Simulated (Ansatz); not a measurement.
Compare A (`[SiH3][O][SbH2]`) with its isomer B (`[OH][SbH][SiH3]`).

Gas-phase electronic energies from Ansatz, PBE0-D4/def2-TZVP geometries. CCSD(T)/CBS adds triple-zeta CCSD(T) − MP2 to the extrapolated MP2 energy (def2 sets, frozen cores). DFT in def2-TZVPP. Elements past krypton have def2 core potentials. For Sb outer-core shells are correlated without core-valence functions, which leaves a few kJ/mol of doubt a bond. Each species was taken in one conformer, which may not be the lowest.

A:

Z-matrix (Å, degrees):
```
Si
O 1 1.633
H 1 1.493 2 110.9
H 1 1.488 2 110.7 3 120.0
H 1 1.486 2 109.1 3 -120.1
Sb 2 1.964 1 132.6 3 -18.8
H 6 1.714 2 93.4 1 150.3
H 6 1.716 2 94.6 1 -119.0
```

B:

Z-matrix (Å, degrees):
```
Si
Sb 1 2.580
H 1 1.489 2 108.7
H 1 1.486 2 109.4 3 -118.5
H 1 1.485 2 110.8 3 120.6
O 2 1.984 1 92.4 3 -163.3
H 2 1.717 1 90.2 3 -68.1
H 6 0.960 2 109.5 1 -146.8
```

(1) Which isomer does CCSD(T)/CBS put lower? Give the gap. (Estimate.)

(2) Give E(B) − E(A) in kJ/mol with HF/def2-TZVPP, LDA (SPW92), CCSD(T)/def2-SVP, PBE-D4, r2SCAN-D4, CCSD/def2-TZVPP, B2PLYP. (Best estimate.)

(3) Does the order hold for the free energy at 298.15 K (harmonic terms from PBE0-D4)? (Estimate.)

Largest T1 diagnostic: 0.014.

Results:

(1) The calculation gave: A, by 67.2 kJ/mol.

(2) The calculation gave: HF/def2-TZVPP 95.6, LDA (SPW92) 50.7, CCSD(T)/def2-SVP 73.1, PBE-D4 46.9, r2SCAN-D4 63.9, CCSD/def2-TZVPP 76.8, B2PLYP 73.1. None reverses the order clearly.

(3) The calculation gave: Yes: G(B) − G(A) = +77.1 kJ/mol, for one conformer each. Modes under 60 cm⁻¹, often nearly free rotors, make the harmonic entropy too high.

In def2-TZVPP, CCSD(T) changes the Hartree–Fock value by −22.4 kJ/mol (the triples alone add −3.6 kJ/mol) and MP2 by −21.7 kJ/mol. From r2SCAN to r2SCAN0 (25 % exact exchange), in def2-TZVPP and without D4, E(B) − E(A) moves by +3.1 kJ/mol.
